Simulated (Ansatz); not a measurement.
Correlation energies of CH7O2Si2, SMILES `O[SiH]C[SiH2]O` radical by basis set

Z-matrix (Å, degrees):
```
C
Si 1 1.886
Si 1 1.855 2 113.6
H 1 1.096 2 107.9 3 121.6
H 1 1.095 2 109.9 3 -121.7
O 2 1.646 1 110.8 3 40.6
H 2 1.498 1 109.2 3 -79.7
O 3 1.666 1 104.7 2 -54.3
H 3 1.490 1 113.2 2 -173.1
H 3 1.488 1 111.3 2 64.9
H 6 0.967 2 114.8 1 -3.9
H 8 0.958 3 118.2 1 -177.4
```

Total charge 0; spin multiplicity 2. Geometry: relaxed with PBE0-D4/def2-TZVP. It is one conformer, not always the lowest. Frozen core, unrestricted reference, Ansatz 0.2.0. CBS rows extrapolate triple and quadruple zeta; past MP2 they add the triple-zeta difference.

```json
{"basis": "def2-TZVPP", "HF (Eh)": "?", "MP2 corr.": "-0.88442", "CCSD corr.": "?", "(T)": "?", "CCSD(T) total": "?"}
{"basis": "def2-QZVPP", "HF (Eh)": "-769.74401", "MP2 corr.": "-0.95290", "CCSD corr.": "–", "(T)": "–", "CCSD(T) total": "–"}
{"basis": "CBS(def2)", "HF (Eh)": "-769.74784", "MP2 corr.": "-1.00361", "CCSD corr.": "?", "(T)": "as TZ", "CCSD(T) total": "?"}
```

(1) Fill in the withheld values. (Best estimate.)

Results:

(1) Computed: def2-TZVPP HF (Eh): -769.71625; def2-TZVPP CCSD corr.: -0.92699; def2-TZVPP (T): -0.03423; def2-TZVPP CCSD(T) total: -770.67747; CBS(def2) CCSD corr.: -1.04619; CBS(def2) CCSD(T) total: -770.82826.
